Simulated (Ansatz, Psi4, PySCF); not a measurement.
H$_{3}$OSi, charge +1, singlet, at a GFN2-xTB geometry. Base run: B97M-V/STO-3G (PySCF).

Input for PySCF:
```python
from pyscf import gto, scf, dft

mol = gto.M(
    atom='''
O     0.96806077   -0.29274694   -0.01801030
Si   -0.52671752    0.13783196    0.00849571
H     1.90715119   -0.08140312   -0.00537859
H    -0.91460201    1.53346203    0.09340103
H    -1.36299003   -1.03973089   -0.06287995
''',
    basis='sto-3g',
    charge=1,
    verbose=3,
)

mf = dft.RKS(mol)
mf.xc = 'b97m_v'
mf.kernel()
```

The same geometry, method and basis name were run in Ansatz (a program for electronic structure) and Psi4 and PySCF, at each program's defaults and at the settings that a row names. The base is PySCF at its defaults. Differences at the defaults can come from grids, fitting, cores and function types together.

| code and settings | ΔE vs base (mEh) | basis functions | E (Eh) | SCF cycles |
|---|---|---|---|---|
| PySCF, defaults (exact integrals, its default grid, spherical functions) | 0.000 | 17 | -361.82147 | 9 |
| Psi4, defaults (density fitting with its default set, its default grid, spherical functions) | -1.154 | 17 | -361.82262 | 8 |
| Ansatz, defaults (factorised integrals, its default grid, spherical functions) | -0.004 | 17 | -361.82147 | - |
| PySCF, density fitting with def2-universal-jkfit | -1.149 | 17 | -361.82262 | 9 |
| PySCF, fine grid | -0.003 | 17 | -361.82147 | 9 |
| Psi4, exact integrals, spherical functions, fine grid | -0.003 | 17 | -361.82147 | 10 |
| Ansatz, high accuracy | -0.003 | 17 | -361.82147 | - |
